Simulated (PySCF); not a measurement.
UHF on Ge⁺ (germanium, charge +1)

Configuration: [Ar] 3d10 4s2 4p1, 2P determinant. Calculation: PySCF 2.14, in jorge-DZP-DKH; the spin-free X2C one-electron Hamiltonian (Gaussian nucleus).

- Total energy: -2096.663015 hartree
- One-electron energy: -2912.1291 hartree
- Hartree (Coulomb) energy: 893.8356 hartree
- Exchange energy: -78.3695 hartree
- ⟨S²⟩: 0.7508
- ⟨L²⟩: 2.002
- Sum of ⟨r⟩: 20.78 bohr
- Sum of ⟨r²⟩: 28.95 bohr²
- Traceless quadrupole moment −½Σ⟨3z² − r²⟩ along its main axis: -3.25 e·bohr²
- Langevin diamagnetic susceptibility: -22.9 ×10⁻⁶ cm³/mol
- Time after the integrals: 0.12 s of wall time on 1 thread of Neoverse-V2 (shared host)

```tsv
shell	electrons	mean orbital energy (hartree)	spread (hartree)	rms radius, mean of both spins (bohr)
1s α	1	-411.16203	0	0.0542
1s β	1	-411.15942	0	0.0542
2s α	1	-53.75069	0	0.227
2s β	1	-53.75010	0	0.227
2p α	3	-46.85648	0.00193	0.203
2p β	3	-46.85412	0.00482	0.203
3s α	1	-7.73693	0	0.668
3s β	1	-7.73242	0	0.668
3p α	3	-5.54259	0.00143	0.701
3p β	3	-5.53616	0.01674	0.701
3d α	5	-1.92747	0.00999	0.808
3d β	5	-1.92410	0.01701	0.808
4s α	1	-0.89934	0	2.25
4s β	1	-0.81846	0	2.25
4p α	1	-0.56157	0	2.85
```

Densities and radii are taken from the X2C orbitals without a picture-change correction, which distorts them close to the nucleus.
